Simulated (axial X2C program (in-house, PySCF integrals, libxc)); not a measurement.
# Testing model relations on BeSe⁺

A bond curve at the PBE0 level, 2c, was computed with an axial X2C code built on PySCF integrals (basis Se dyall-cv3z [8s9p6d4f1g], Be dyall-cv3z [8s8p3d1f] (cores contracted in-house)) for the state Ω = 3/2 (⟨Sz⟩ = 0.50, ⟨Lz⟩ = 1.00 at PBE0). Its fit gives Re = 1.9616 Å, ωe = 740.6 cm⁻¹, ωexe = 4.44 cm⁻¹ and αe = 4.429e-03 cm⁻¹; the masses are 79.9165 and 9.0122 u. Two-component means X2C with spin–orbit coupling and atomic mean-field Coulomb and Gaunt terms.

(1) Find the reduced mass, Be and the force constant.

(2) A Morse curve ties αe to the other constants (Pekeris). How well does that hold?

(3) Estimate De from a Morse curve and compare with the computed well depth of 3.191 eV to Se + Be+.

(4) Where do the fundamental and the first overtone lie?

(5) Estimate the centrifugal constant by the Kratzer relation.

Occupations by symmetry block were frozen at the best pattern of an incomplete PBE0 search. De is counted from the lowest determinant-based energies of the atoms at the same level, without counterpoise correction. Density functionals use the spin component along the axis (collinear). Without a current term, density functionals place determinants with orbital angular momentum somewhat too high. The stretched end of a curve changes character and is left out.

Results:

(1) From the PBE0 values: μ = 8.0989 u. Be = 16.8576/(μ Re²) = 0.5409 cm⁻¹. k = 5.8918×10⁻⁷ μ ωe² = 2.62 mdyn/Å.

(2) αe(Morse) = 6Be²/ωe × (√(ωexe/Be) − 1) = 4.421e-03 cm⁻¹; the PBE0 curve gives 4.429e-03 cm⁻¹, a ratio of 1.00.

(3) De(Morse) = ωe²/(4ωexe) = 3.829 eV against 3.191 eV computed, a ratio of 1.20. The extrapolation overshoots: the well softens faster than a Morse curve, or the lowest atomic limit lies below the one to which the curve heads.

(4) ν(1←0) = ωe − 2ωexe = 731.7 cm⁻¹; ν(2←0) = 2ωe − 6ωexe = 1454.6 cm⁻¹.

(5) D = 4Be³/ωe² = 1.15e-06 cm⁻¹.
